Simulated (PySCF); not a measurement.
CH2NO (SMILES [NH]C=O), doublet, at a GFN2-xTB geometry; DF-M062X/def2-TZVP (PySCF).

Here is a job for PySCF.
```python
from pyscf import gto, scf, dft

mol = gto.M(
    atom='''
N     0.859867   -0.693437   -0.054112
C    -0.355232   -0.279228    0.064013
O    -0.540507    0.942596   -0.003299
H     1.584245    0.002176   -0.193940
H    -1.147866   -1.013518    0.215038
''',
    basis='def2-tzvp',
    charge=0,
    spin=1,
    verbose=3,
)

mf = dft.UKS(mol)
mf.xc = 'm062x'
mf.grids.prune = dft.gen_grid.treutler_prune
mf = mf.density_fit(auxbasis='def2-universal-jkfit')
mf.kernel()
mf.analyze()
```

What the program printed (banner, timings and long lists left out):

```
converged SCF energy = -169.187183099121  <S^2> = 0.75824334  2S+1 = 2.0082264
**** MO energy ****
                             alpha | beta                alpha | beta
MO #1   energy= -19.6884860870217  | -19.6770583154743  occ= 1 | 1
MO #2   energy= -14.7802471940744  | -14.7740361970501  occ= 1 | 1
MO #3   energy= -10.6652715824058  | -10.6657125678621  occ= 1 | 1
MO #4   energy= -1.23638459182347  | -1.20360402269218  occ= 1 | 1
MO #5   energy= -1.01786926510264  | -0.988482314809886 occ= 1 | 1
MO #6   energy= -0.729296957860306 | -0.718357347296152 occ= 1 | 1
MO #7   energy= -0.610567018943906 | -0.579255483840608 occ= 1 | 1
MO #8   energy= -0.596909831575114 | -0.558306576698357 occ= 1 | 1
MO #9   energy= -0.536169893652406 | -0.523210294776735 occ= 1 | 1
MO #10  energy= -0.446356179677682 | -0.363448192853383 occ= 1 | 1
MO #11  energy= -0.401086708485717 | -0.343725467348811 occ= 1 | 1
MO #12  energy= -0.365193881949427 | -0.146872022376058 occ= 1 | 0
MO #13  energy= 0.0398116479809971 | 0.045733540528861  occ= 0 | 0
MO #14  energy= 0.0818268771759065 | 0.0873766149866277 occ= 0 | 0
MO #15  energy= 0.108893192428766  | 0.110331376763643  occ= 0 | 0
MO #16  energy= 0.155771418488278  | 0.156374821527564  occ= 0 | 0
MO #17  energy= 0.192719813733447  | 0.192004769417562  occ= 0 | 0
MO #18  energy= 0.234305059593424  | 0.236013762725978  occ= 0 | 0
MO #19  energy= 0.31059390910254   | 0.31198986323145   occ= 0 | 0
MO #20  energy= 0.344109716551593  | 0.345757361759997  occ= 0 | 0

To work with the spin densities directly, `use mulliken_meta_spin()` only printing them here.

 ** Mulliken spin pop alpha/beta on meta-lowdin orthogonal AOs **
 ** Mulliken Spin Density (per atom)  **
spin density of  0 N =      0.48722
spin density of  1 C =     -0.06100
spin density of  2 O =      0.57606
spin density of  3 H =     -0.00926
spin density of  4 H =      0.00697
 ** Mulliken pop alpha/beta on meta-lowdin orthogonal AOs **
 ** Mulliken atomic charges   ( Nelec_alpha | Nelec_beta ) **
charge of  0N =     -0.37625  (     3.93174      3.44451 )
charge of  1C =      0.31012  (     2.81444      2.87544 )
charge of  2O =     -0.30644  (     4.44125      3.86519 )
charge of  3H =      0.24568  (     0.37253      0.38179 )
charge of  4H =      0.12690  (     0.44004      0.43307 )
Dipole moment(X, Y, Z, Debye): -0.17681, -0.72136,  0.07178
```
